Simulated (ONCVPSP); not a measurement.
**Pseudopotential generation for O: ONCV, LDA (Perdew-Zunger), scalar-relativistic.**

```
Element                 : oxygen
Generator               : ONCVPSP 4.0.1
Type                    : optimised norm-conserving Vanderbilt (ONCV)
Functional              : LDA (Perdew-Zunger)
Relativity              : scalar-relativistic
Frozen core             : [He]
Valence charge          : 6
Reference configuration : 2s2 2p3.5 (charge +0.5)
Partial waves           : 2s: rc 0.60 bohr, ncon 4, nbas 7, qcut 12.5 1/bohr, 3 projectors, debl 1.2 Ha; 2p: rc 1.45 bohr, ncon 4, nbas 8, qcut 9.3 1/bohr, 1 projector; d scattering state at 0.21 Ha: rc 1.20 bohr, ncon 4, nbas 7, qcut 7.9 1/bohr, 2 projectors, debl 2 Ha
Local potential         : polynomial inside 0.55 bohr (lpopt 4, dvloc0 0 Ha)
Core correction         : none
```

Problem. Does the generator finish with these settings?

Solution. Yes, a potential is produced and its reference levels are reproduced.

Problem. Estimate the cutoffs (Ha) at which the residual kinetic energy of the hardest occupied pseudo-wave falls to 1 and 0.1 mHa per electron.

Solution. 181 Ha and 335 Ha.

Problem. What does a ghost test show?

Solution. Ghosts flagged at negative energy: s at -539.8 eV; GHOST(+) flagged for s at 527.2 eV. A true bound ghost makes a file unfit for plane-wave use.

Problem. Which valence shell sets the plane-wave cutoff?

Solution. 2s: 181 Ha for 1 mHa per electron, against 31 Ha for 2p.

Problem. Tests: 2s2 2p4; 2s2 2p3; 2s2 2p2; 2s2 2p1. Which has the largest error in its energy relative to the reference configuration, and how large is it?

Solution. 2s2 2p1, with +618 meV (all-electron minus pseudo) on +97.89 eV.
